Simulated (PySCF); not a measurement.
RbF, SMILES [Rb][F].

Coordinates come from a B3LYP-D3(BJ)/def2-TZVPD optimisation. The def2 effective core potentials stand for the cores of Rb; spin–orbit coupling is left out.

Calculation: ωB97X/def2-TZVPD (PySCF).

Gas-phase values at a fixed geometry.

Task: Estimate the frontier levels, gap, dipole moment and polarisability. (Estimate from the structure and the level; the computed values follow.)

Result: 
The highest occupied level comes out as -8.70 eV. The lowest empty level is 0.07 eV. The orbital gap comes out as 8.78 eV, the dipole moment is 9.38 D and the quadrupole, principal values (traceless, Buckingham form, about the centre of nuclear charge) is -14.61, 7.31, 7.31 D·Å. The mean static polarisability is 20.3 bohr³ (3.01 Å³) and the polarisability, principal values is 18.5, 18.5, 24.0 bohr³.
